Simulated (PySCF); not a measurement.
PBE0 on Br (bromine, neutral), [Ar] 3d10 4s1 4p5 4d1, one real determinant (an excited configuration). Computed with PySCF 2.14 in aug-cc-pVQZ-DK, with scalar relativity by spin-free X2C-1e.

```
cycle= 1 E= -2605.07283195217  delta_E= -0.0115  |g|= 0.076  |ddm|= 1.07
cycle= 2 E= -2605.0766550831  delta_E= -0.00382  |g|= 0.0545  |ddm|= 1.07
cycle= 3 E= -2605.07150337297  delta_E= 0.00515  |g|= 0.013  |ddm|= 0.905
cycle= 4 E= -2605.07043198168  delta_E= 0.00107  |g|= 0.00293  |ddm|= 0.334
cycle= 5 E= -2605.07040108613  delta_E= 3.09e-05  |g|= 0.000219  |ddm|= 0.0474
cycle= 6 E= -2605.07040125251  delta_E= -1.66e-07  |g|= 0.00018  |ddm|= 0.00437
cycle= 7 E= -2605.07040110361  delta_E= 1.49e-07  |g|= 3.94e-05  |ddm|= 0.00302
cycle= 8 E= -2605.07040110288  delta_E= 7.3e-10  |g|= 1.81e-06  |ddm|= 0.000445
converged SCF energy = -2605.07040110288  <S^2> = 3.7533653  2S+1 = 4.0016823
```

Highest occupied orbital energy: 0.152 eV; ⟨L²⟩ = 7.98; populations by l: s 7.01, p 17.00, d 10.99, f 0.00.

Question: Can this result be used?

Answer: Not for this state. The run converged. ⟨L²⟩ = 7.98 against 12 for a pure F term, so this real determinant mixes terms. The outer electron is Rydberg-like, and this basis confines it to a smaller radius and binds it less than a complete one would. At PBE0 the highest occupied level has a positive energy, so only the finite basis holds that electron; for this excited configuration the basis is too tight for the outer shell.
